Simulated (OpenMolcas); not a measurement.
Ni2+: moving the ligands

Ni2+ with 6 ligands (fluoride) in tetragonal octahedral coordination (D4h) at 2 Å, the axial distance 2.240 Å. A charge of +0.667 e stands 2.6 Å behind each ligand. Ligand basis ANO-RCC-VDZP.
```
Ni    0.0000    0.0000    0.0000
F     2.0000    0.0000    0.0000
F     0.0000    2.0000    0.0000
F    -2.0000    0.0000    0.0000
F     0.0000   -2.0000    0.0000
F     0.0000    0.0000    2.2400
F     0.0000    0.0000   -2.2400
```

```
Program             : OpenMolcas 26.06
Method              : SS-CASPT2, IPEA 0.25 Eh, imaginary shift 0.1 Eh (closed shells correlated: 3s 3p and the ligand valence shells)
Basis               : ANO-RCC-VDZP [5s4p2d1f]
Scalar Hamiltonian  : DKH2, point nucleus
Active space        : 8 electrons in 5 orbitals (3d)
State averaging     : 2S+1 = 3 even, 10 roots; 2S+1 = 1 even, 15 roots
Spin-orbit coupling : state interaction with AMFI integrals over the reference wave functions
```

Runs around this geometry, states (labels of D4, the rotations of D4h). Energies in cm-1 above the lowest state or level, χT in cm3 K/mol.

| R (Å) | Axial / equatorial distance | Ground state | First state of that spin | First gap with spin-orbit (degeneracies) | χT at 300 K | First state of another spin |
| --- | --- | --- | --- | --- | --- | --- |
| 2 | 1.053 | 3B1 | 3E 6410 | 8 (1, 2) | 1.456 | 1A1 14390 |
| 1.91 | 1.12 | 3B1 | 3E 6570 | 15 (1, 2) | 1.408 | 1A1 13420 |
| 2 | 1.12 | 3B1 | 3E 4990 | 20 (1, 2) | 1.538 | 1A1 13510 |
| 2.12 | 1.12 | 3B1 | 3E 3480 | 27 (1, 2) | 1.758 | 1A1 13350 |

Taking the first state of the same spin as R^-n, n = -ln(3480 / 6570) / ln(2.12 / 1.91) = 6.1 between the shortest and longest distance.

Over all roots computed the reference weight is 0.70 to 0.71 in R = 2 in ratio = 1.053, 0.70 to 0.71 in R = 1.91 in ratio = 1.12, 0.70 to 0.71 in R = 2 in ratio = 1.12, 0.69 to 0.71 in R = 2.12 in ratio = 1.12; a low but even weight reflects the number of correlated electrons. A single d shell leaves out the double-shell effect, which counts most for late 3d ions, where the CASPT2 field can be off either way by tens of per cent. Ligand-to-metal charge-transfer states are missing. For late 3d ions with one d shell CASPT2 can put B and the spin-flip bands somewhat low as well as high. With one d shell and no ligand orbital active, 10Dq can be off by tens of per cent for divalent 3d ions, low with halides held by bare charges and at times high in hosts, and the orbital part of g and χT goes as 1/10Dq. Free-ion shares, where given, are those of the reference states; single-state CASPT2 does not remix them. No measured value stands beside these numbers; the geometry was imposed, not optimised, and the real ion may take another.
